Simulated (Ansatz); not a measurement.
Reaction (substitution at a C–O bond): dimethyl carbonate + `[CH3][Y]([OH])[F]` → `C[O][Y]([CH3])[F]` + `COC(=O)O`

Gas-phase electronic energies from Ansatz, PBE0-D4/def2-TZVP geometries. CCSD(T)/CBS adds triple-zeta CCSD(T) − MP2 to the extrapolated MP2 energy (def2 sets, frozen cores). Functionals use def2-TZVPP. B3LYP here is the variant with VWN-RPA as its local correlation; programs differ in this. Elements past krypton have def2 core potentials. For Y outer-core shells are correlated without core-valence functions, which leaves a few kJ/mol of doubt a bond. Each species was taken in one conformer, which may not be the lowest.

```json
{"level": "PBE-D4", "ΔE (kcal/mol)": "1.1", "difference from CCSD(T)/CBS": "-1.7"}
{"level": "B3LYP-D4", "ΔE (kcal/mol)": "1.8", "difference from CCSD(T)/CBS": "-1.0"}
{"level": "CAM-B3LYP-D4", "ΔE (kcal/mol)": "2.3", "difference from CCSD(T)/CBS": "-0.5"}
{"level": "B2PLYP", "ΔE (kcal/mol)": "1.8", "difference from CCSD(T)/CBS": "-1.0"}
{"level": "BLYP", "ΔE (kcal/mol)": "0.9", "difference from CCSD(T)/CBS": "-1.9"}
{"level": "CAM-B3LYP", "ΔE (kcal/mol)": "2.1", "difference from CCSD(T)/CBS": "-0.7"}
{"level": "RPA@PBE/def2-TZVPP", "ΔE (kcal/mol)": "2.0", "difference from CCSD(T)/CBS": "-0.8"}
{"level": "MP2/def2-SVP", "ΔE (kcal/mol)": "0.7", "difference from CCSD(T)/CBS": "-2.1"}
{"level": "MP2/def2-TZVPP", "ΔE (kcal/mol)": "2.4", "difference from CCSD(T)/CBS": "-0.4"}
{"level": "HF/CBS(def2)", "ΔE (kcal/mol)": "1.9", "difference from CCSD(T)/CBS": "-0.9"}
{"level": "CCSD(T)/CBS", "ΔE (kcal/mol)": "2.8", "difference from CCSD(T)/CBS": "0"}
```

Largest T1 diagnostic among the species: 0.014.

Leaving LDA and LC-ωPBE aside and taking each functional with its dispersion term where it has one, the values, not all of them listed here, spread over 1.4 kcal/mol, from PBE-D4 to ωB97M-V. From BLYP to BHLYP (50 % exact exchange), in def2-TZVPP and without D4, ΔE moves by +1.0 kcal/mol.
